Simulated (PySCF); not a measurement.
Two-component Hartree-Fock for Bi (bismuth, neutral)

Start: [Xe] 4f14 5d10 6s2 6p3; 6p3/2 filled at m_j = -1/2, +1/2, +3/2. Calculated with PySCF 2.14 in x2c-TZVPall-2c (11s11p9d3f, 110 functions): generalised Hartree-Fock with the X2C-1e Hamiltonian and a Gaussian nucleus; spin-orbit coupling (SO) screened by Boettger's factors. This is a chosen level, not necessarily the ground level.

```csv
spinor shell,electrons,"ε, screened SO (eV)",weight of nominal j (screened SO),"rms radius, screened SO (bohr)"
1s1/2,2,-91009.4,1.000,0.0178
2s1/2,2,-16507.3,1.000,0.0718
2p1/2,2,-15835.5,1.000,0.0606
2p3/2,4,-13511.1,1.000,0.0691
3s1/2,2,-4057.3,1.000,0.183
3p1/2,2,-3754.7,1.000,0.175
3p3/2,4,-3227.1,1.000,0.192
3d3/2,4,-2736.9,1.000,0.168
3d5/2,6,-2625.5,1.000,0.172
4s1/2,2,-970.49,1.000,0.401
4p1/2,2,-837.83,1.000,0.404
4p3/2,4,-705.97,1.000,0.438
4d3/2,4,-489.98,1.000,0.446
4f5/2,6,-181.63,1.000,0.479
5s1/2,2,-181.03,1.000,0.890
4f7/2,8,-176.19,1.000,0.481
5p1/2,2,-132.85,1.000,0.952
5p3/2,4,-107.36,1.000,1.04
5d3/2,4,-37.276,0.998,1.30
5d5/2,6,-33.832,0.999,1.34
6s1/2,2,-18.261,1.000,2.40
6p3/2,3,-8.667,0.457,3.14
```

(1) Where does 4d5/2 lie, and what is the 4d spin-orbit splitting (screened SO)?

```
   quantity   screened SO
E (hartree)  -21555.00012
        M_J           3/2
       ⟨J²⟩         3.777
       ⟨L²⟩         0.802
       ⟨S²⟩         3.247
```

Each row is a mean over spinors that exchange with the open shell spreads, by up to 4.571 eV (6s1/2).

Rows whose weight is well below 1 are mixtures of j = l ± 1/2: exchange outweighs spin-orbit coupling there, and the label is only the starting occupation.

Breit and QED terms are absent; they matter most for the inner s and p1/2 levels.

Densities and radii are taken from the X2C orbitals without a picture-change correction, which distorts them close to the nucleus.

Results:

(1) At -464.69 eV, 25.291 eV above 4d3/2.
